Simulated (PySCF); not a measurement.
A structure optimised at PBE-D3(BJ)/def2-TZVP, used in a PySCF frequency run:

```
Al
H 1 1.5872
H 1 1.5872 2 124.64
I 1 2.4878 2 117.68 3 180.00
```
Charge 0, spin multiplicity 1.

### Question
Write its SMILES, formula and point group.

### Answer
[AlH2][I], AlH₂I, C2v

### Question
What are its rotational constants (standard atomic weights)?

### Answer
126.88, 3.2991, 3.2155 GHz
